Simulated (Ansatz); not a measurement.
Relaxation of CH8BGeN (12 atoms, charge 0, multiplicity 1), to a largest force component of 0.015 eV/Å in at most 40 steps.

These are results of Ansatz 0.2.0, RKS PBE0-D4/def2-SVP, not measurements.

```xyz
12
Properties=species:S:1:pos:R:3:forces:R:3
C -0.769 1.713 0.091 -2.00 2.55 -0.68
N -0.709 0.446 0.719 1.41 -1.58 0.90
B 0.585 -0.208 0.315 -0.44 1.15 1.19
Ge 0.684 -1.973 -0.634 -1.88 -0.71 0.19
H -0.816 1.645 -1.046 0.26 -0.02 1.12
H -1.780 2.242 0.373 1.59 -0.79 -0.50
H 0.036 2.436 0.399 -0.18 -0.26 -0.43
H -0.640 0.614 1.748 -0.14 -0.21 -0.85
H 1.650 0.329 0.633 -0.21 0.05 -0.08
H 1.316 -1.828 -1.979 0.52 -0.12 -0.76
H 1.354 -3.034 0.246 0.25 -0.10 -0.04
H -0.834 -2.437 -0.830 0.84 0.04 -0.05
```

Problem. Where does it end, and by what steps?

Solution. It converged. After 15 steps the energy has fallen by 1.941 eV; H9 moved furthest, 1.51 Å.

```tsv
step	energy less start (eV)	largest force component (eV/Å)	accepted
0	0.0000	2.550	yes
1	-0.3009	1.010	yes
2	-0.3577	0.324	yes
3	-0.4104	0.324	yes
4	-0.5605	0.639	yes
5	-0.7819	0.902	yes
6	-1.0416	0.996	yes
7	-1.3497	1.039	yes
8	-1.5728	0.962	yes
9	-1.7970	0.785	yes
10	-1.9038	0.456	yes
11	-1.9238	0.376	yes
12	-1.9377	0.279	yes
13	-1.9408	0.061	yes
14	-1.9402	0.153	no
15	-1.9410	0.011	yes
```

```xyz
12
Properties=species:S:1:pos:R:3
C -0.878 1.454 -0.096
N 0.017 0.898 0.889
B 0.692 -0.315 0.879
Ge 0.538 -1.675 -0.676
H -1.013 0.744 -0.924
H -1.872 1.665 0.331
H -0.485 2.395 -0.517
H 0.158 1.506 1.690
H 1.404 -0.555 1.830
H 1.369 -1.235 -1.905
H 1.054 -3.072 -0.273
H -0.907 -1.867 -1.195
```

Whether the end is a true minimum wasn't checked by a vibrational analysis.

The run took 46 s on 2 threads of Intel(R) Xeon(R) Platinum 8488C (Sapphire Rapids), on a shared host, peak memory 0.29 GiB.
